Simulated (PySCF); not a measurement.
# From a computed spectrum to the compound

A species of 7 atoms with charge 3 has these harmonic modes (BP86, small Gaussian bases with core potentials, PySCF 2.14.0):

```json
{"cm⁻¹": "32", "km/mol": "2.7", "symmetry": ""}
{"cm⁻¹": "57", "km/mol": "3.1", "symmetry": ""}
{"cm⁻¹": "127", "km/mol": "1.3", "symmetry": ""}
{"cm⁻¹": "426", "km/mol": "3.5", "symmetry": ""}
{"cm⁻¹": "430", "km/mol": "23.1", "symmetry": ""}
{"cm⁻¹": "626", "km/mol": "62.2", "symmetry": ""}
{"cm⁻¹": "645", "km/mol": "57.0", "symmetry": ""}
{"cm⁻¹": "680", "km/mol": "139.2", "symmetry": ""}
{"cm⁻¹": "689", "km/mol": "690.0", "symmetry": ""}
{"cm⁻¹": "1610", "km/mol": "195.2", "symmetry": ""}
{"cm⁻¹": "1614", "km/mol": "80.1", "symmetry": ""}
{"cm⁻¹": "3334", "km/mol": "1204.5", "symmetry": ""}
{"cm⁻¹": "3353", "km/mol": "70.8", "symmetry": ""}
{"cm⁻¹": "3366", "km/mol": "281.5", "symmetry": ""}
{"cm⁻¹": "3370", "km/mol": "781.6", "symmetry": ""}
```

**Question.** Which species is it, and in which structure?

**Answer.** [Gd(H2O)2]3+ (singlet in the valence; each metal's 4f electrons, 7 of them, lie in its core potential, out of spins and levels):
```xyz
7

Gd    0.2415   -0.0169    0.0007
O    -1.0226    0.1214    1.8503
H    -0.7645    0.4969    2.7483
H    -1.9634   -0.1980    2.0096
O    -1.0189    0.0212   -1.8564
H    -0.7721   -0.2983   -2.7790
H    -1.9503    0.3777   -1.9897
```
Ideal gas at 298.15 K and 1 bar: S = 367.8 J/(mol K), Cp = 85.3 J/(mol K), H − H(0 K) = 19.0 kJ/mol (rigid rotor, harmonic modes, spin degeneracy alone, that of the 4f electrons in the core included; the modes under 60 cm⁻¹ make these uncertain). An lcecp potential fixes the number of 4f electrons, so in runs with it no electron can move into or out of that shell.
 This is one of several that fit.
